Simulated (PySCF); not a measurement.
## Two-component Hartree-Fock for K (potassium, neutral)

Start: [Ar] 4s1; 4s1/2 filled at m_j = +1/2. Calculated with PySCF 2.14 in x2c-SVPall-2c with one added diffuse shell each of s, d type (6s5p3d, 36 functions): generalised Hartree-Fock with the X2C-1e Hamiltonian and a Gaussian nucleus; one run each with spin-orbit coupling (SO) switched off, then screened by Boettger's factors.

```csv
spinor shell,electrons,"ε, spin-free (eV)","ε, screened SO (eV)",weight of nominal j (screened SO),"rms radius, screened SO (bohr)"
1s1/2,2,-3647.8,-3647.8,1.000,0.0938
2s1/2,2,-396.79,-396.79,1.000,0.418
2p1/2,2,-313.24,-315.20,1.000,0.386
2p3/2,4,-313.24,-312.26,1.000,0.388
3s1/2,2,-47.893,-47.893,1.000,1.37
3p1/2,2,-25.934,-26.131,0.990,1.56
3p3/2,4,-25.934,-25.836,0.995,1.57
4s1/2,1,-4.002,-4.002,1.000,5.64
```

| quantity | spin-free | screened SO |
| --- | --- | --- |
| E (hartree) | -601.38008 | -601.38110 |
| M_J | 1/2 | 1/2 |
| ⟨J²⟩ | 0.750 | 0.750 |
| ⟨L²⟩ | 0.000 | 0.000 |
| ⟨S²⟩ | 0.750 | 0.750 |

Without spin-orbit coupling the j labels of p, d and f shells carry no meaning; the spin-free column gives the mean over the occupied spinors of each nl shell.
